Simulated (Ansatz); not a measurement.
MgTe2, relaxed as a singlet with RKS PBE-D4/def2-TZVP in Ansatz, starting from the GFN2-xTB geometry. Force threshold 0.02 eV/Å.

In the def2 sets Te takes a core potential; there is no spin–orbit coupling. The structure comes from a short search, and lower isomers may exist.

Start:

```csv
atom,x (Å),y (Å),z (Å)
Mg1,-0.645,-1.254,-0.247
Te2,-0.522,0.831,1.292
Te3,1.167,0.424,-1.045
```

```tsv
step	energy (eV)	largest force component (eV/Å)	SCF passes
1	-20029.1453	0.241	21
2 (rejected)	-20029.1376	0.293	23
3	-20029.1540	0.005	23
```

Force components are those of the run's own axes.

End:

Cartesian coordinates in Å:
```
Mg -0.637 -1.240 -0.244
Te -0.543 0.828 1.314
Te 1.180 0.412 -1.070
```

By distances, no bond broke or formed. The bond that changes most is Te2–Te3, from 2.91 to 2.97 Å (atoms count from 1).

No frequencies were taken in this run, so the end may be a saddle point.

It took 1.9 s on 4 threads of Arm Neoverse V2 on a shared host.
